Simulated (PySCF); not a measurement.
**Ta⁴⁺: fine-structure interval**

Ta⁴⁺ [Xe] 4f14 5d1 [5d3/2^1, M_J = 3/2] → Ta⁴⁺ [Xe] 4f14 5d1 [5d5/2^1, M_J = 5/2], as a difference of total energies. Computed with PySCF 2.14 in x2c-TZVPall-2c (11s11p10d2f, 108 functions), with the two-component X2C-1e Hamiltonian. "Screened" scales the spin-orbit matrix elements by Boettger's factors to mimic the two-electron term; Breit and QED terms are absent.

```json
{"method": "GHF (screened spin-orbit)", "fine-structure interval (cm⁻¹)": "6691.0"}
{"method": "GHF (bare spin-orbit)", "fine-structure interval (cm⁻¹)": "7865.3"}
```
